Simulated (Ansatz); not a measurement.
Job for Ansatz (a quantum-chemistry and plane-wave program): U-BHLYP/def2-TZVPP on Cl (SMILES [Cl]).

Ansatz 0.2 input:
```yaml
crystal:
  periodic: [false, false, false]
  atoms:
    - {symbol: Cl, position_ang: [0.00000000, 0.00000000, 0.00000000]}
basis:
  gaussian:
    orbitals: def2-TZVPP
hamiltonian:
  xc: {name: BHLYP}
magnetization: {spin_polarized: true, initial_magnetization: 1}
```

Program output:

```
WARN ansatz: RAYON_NUM_THREADS=4 ignored (pool sized by the plan → 4); use --threads N
Functional definition: BHLYP
integrals: 0.00 GiB planned
344 factors; their error is unknown
mean field: 0.15 GiB planned
mean field evaluation 1: about -12521.3007 eV, gradient 4.7e0 eV
mean field evaluation 2: about -12521.4026 eV, gradient 1.0e0 eV
mean field evaluation 4: about -12521.4101 eV, gradient 9.3e-2 eV
mean field evaluation 8: about -12521.4858 eV, gradient 2.1e-3 eV
mean field -12521.48583796 eV, -460.1561171771 hartree, gradient 1.9e-5 eV, S^2 0.754533; 0 other end points of the search recorded, 0 dependent functions left out
reference -12521.48594344 eV, -460.1561210533 hartree; 9, 8 occupied and 33, 34 virtual orbitals, 344 factors
Total energy: -12521.48594344 eV, -460.1561210533 hartree
```

Self-consistency was reached.

Cost: around 0.7 core-seconds (rough).
